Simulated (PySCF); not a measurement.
# Sulfur: a sound run and one with changed settings

Sound run: S⁺ [Ne] 3s2 3p3, S²⁺ [Ne] 3s2 3p2. All numbers are calculated (PySCF 2.14, no relativity, point nucleus, in cc-pV(T+d)Z (5s4p3d1f, 39 functions)). In the sound run the correlated levels freeze [Ne]. The sound run starts from symmetry-adapted Hartree-Fock orbitals and uses a fine grid where one is needed.

Changed run: all electrons correlated in a basis built for the valence shell.

```tsv
species	method	sound run (hartree)	changed run (hartree)	converged
S⁺	MP2	-397.26014	-397.35862	yes
S⁺	CCSD(T)	-397.28341	-397.38087	yes
S²⁺	MP2	-396.40257	-396.50080	yes
S²⁺	CCSD(T)	-396.42693	-396.52461	yes
```

Ionisation energy of S⁺:

```csv
method,sound run (eV),changed run (eV)
UHF,22.720,22.720
MP2,23.336,23.343
SCS-MP2,23.149,23.155
CCSD,23.268,23.263
CCSD(T),23.306,23.300
```

A valence basis has no tight correlating functions, so it recovers only part of the core correlation, and not evenly between atom and ion.

For comparison, NIST gives 23.338 eV between the lowest levels.
